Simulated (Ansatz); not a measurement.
Compare A (`CC1([SiH3])C[SiH2]1`) with its isomer B (`CC1[SiH2]C[SiH2]1`).

Isolated molecules relaxed with PBE0-D4/def2-TZVP in Ansatz; ΔE leaves out vibrations. CCSD(T)/CBS is the MP2 limit (def2-TZVPP, def2-QZVPP) plus CCSD(T) − MP2 in def2-TZVPP, frozen cores. Functionals use def2-TZVPP.

Q: Which isomer does CCSD(T)/CBS put lower? Give the gap. (Estimate.)

A: The calculation gave: B, by 27.9 kcal/mol.

Q: Give E(B) − E(A) in kcal/mol with HF/def2-TZVPP, r2SCAN-D4, MP2/def2-TZVPP, CCSD(T)/def2-TZVPP, CCSD/def2-TZVPP, PBE0-D4, PBE-D4. (An estimate is asked.)

A: Ansatz gave: HF/def2-TZVPP -29.4, r2SCAN-D4 -28.0, MP2/def2-TZVPP -27.3, CCSD(T)/def2-TZVPP -27.3, CCSD/def2-TZVPP -27.9, PBE0-D4 -28.8, PBE-D4 -27.3. None reverses the order clearly.

Largest T1 diagnostic: 0.011.

In def2-TZVPP, CCSD(T) changes the Hartree–Fock value by +2.0 kcal/mol (the triples alone add +0.6 kcal/mol) and MP2 by +2.1 kcal/mol. From PBE to PBE0 (25 % exact exchange), in def2-TZVPP and without D4, E(B) − E(A) moves by −1.5 kcal/mol.
